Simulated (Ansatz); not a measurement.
Cost and result for the atomization energy of `CC[SiH](N)F` (13 atoms, 12 bonds).

Cartesian coordinates in Å:
```
C 1.5981 -1.1072 -0.0580
C 0.7027 0.0578 -0.4746
Si -0.9649 0.0567 0.3463
N -1.8302 1.4582 -0.0789
F -0.7016 -0.0763 1.9303
H 1.7825 -1.0995 1.0183
H 2.5665 -1.0691 -0.5625
H 1.1400 -2.0694 -0.3024
H 0.5410 0.0550 -1.5580
H 1.1935 1.0121 -0.2465
H -1.8100 -1.1119 -0.0018
H -1.3954 2.3661 -0.0896
H -2.8221 1.5275 0.0774
```

Charge 0, multiplicity 1. Geometry: relaxed with PBE0-D4/def2-TZVP. It is one conformer, not always the lowest. Program: Ansatz. All runs use 4 threads of an Arm Neoverse V2 on a shared host. Times are those of one run each, without the atoms' runs, and a repeat can differ threefold. Electronic energies, without spin–orbit coupling; frozen cores. CCSD(T)/CBS adds CCSD(T) − MP2 in def2-TZVPP to the MP2 limit, and its time is that of the two runs behind it. T1 = 0.010. B3LYP takes the VWN-RPA correlation (the form of Gaussian; ORCA's B3LYP/G).

CCSD(T)/CBS is a level of theory with its own doubt, some kJ/mol a heavy atom from the limit and from the frozen cores, so smaller differences don't rank the functionals.

```csv
level,functions,wall time,atomization (kJ/mol),difference from CCSD(T)/CBS,per bond
LDA (SPW92)/def2-TZVPP,278,1.3 s,5575.5,628.6,52.4
revPBE-D4/def2-TZVPP,278,2.2 s,4883.5,-63.4,-5.3
PBE-D4/def2-TZVPP (with forces),278,2.7 s,4992.8,45.9,3.8
B3LYP-D4/def2-TZVPP (with forces),278,5.5 s,4941.1,-5.8,-0.5
r2SCANh-D4/def2-TZVPP,278,6 s,4908.3,-38.6,-3.2
B2PLYP/def2-TZVPP,278,6 s,4891.5,-55.4,-4.6
CCSD(T)/def2-SVP,114,7 s,4639.6,-307.3,-25.6
ωB97X-V/def2-TZVPP,278,8.5 s,4953.9,7.0,0.6
B97M-V/def2-TZVPP,278,10 s,4940.8,-6.1,-0.5
ωB97M-V/def2-TZVPP (with forces),278,13 s,4955.3,8.4,0.7
MP2/def2-QZVPP,538,28 s,4952.7,5.8,0.5
CCSD(T)/def2-TZVPP,278,4.3 min,4817.7,-129.2,-10.8
CCSD(T)/CBS(def2),–,4.8 min,4946.9,0.0,0.0
```

From BLYP to BHLYP (50 % exact exchange), in def2-TZVPP and without D4, the atomization energy moves by −71.0 kJ/mol: exact exchange takes away binding that semilocal exchange gives to molecules. In def2-TZVPP, CCSD(T) changes the Hartree–Fock value by +1150.6 kJ/mol (the triples alone add +57.4 kJ/mol) and MP2 by +1208.2 kJ/mol; breaking electron pairs costs correlation energy, which Hartree–Fock lacks. Leaving LDA and LC-ωPBE aside and taking each functional with its dispersion term where it has one, the values, not all of them listed here, spread over 167.5 kJ/mol, from BHLYP-D4 to PBE-D4. LDA lies +606.7 kJ/mol from PBE without D4, its usual overbinding.
